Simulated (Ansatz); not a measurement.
A structure relaxed at r2SCAN-D4/def2-TZVP in Ansatz, charge 0, doublet:

| atom | x (Å) | y (Å) | z (Å) |
| --- | --- | --- | --- |
| Be1 | 0.614 | -0.278 | 0.638 |
| Be2 | -0.614 | 0.278 | -0.639 |
| F3 | -0.069 | 1.172 | 0.577 |
| F4 | -0.813 | -0.958 | 0.366 |
| F5 | 0.882 | -0.215 | -0.942 |

Task: Give its formula and point group.

Result: the cluster Be2F3. Point group D3h (tolerance 0.1 Å).

Task: Summarise the bond lengths by kind (pairs closer than 1.2 times the sum of covalent radii, bridged metal pairs left out).

Result: 6 × Be–F 1.60 to 1.61 Å.

The relaxation made no stability test and no search for a lower SCF solution. Another isomer (doublet) lies 1.62 eV lower at PBE0-D4/def2-TZVP; other spin states weren't run for this one.
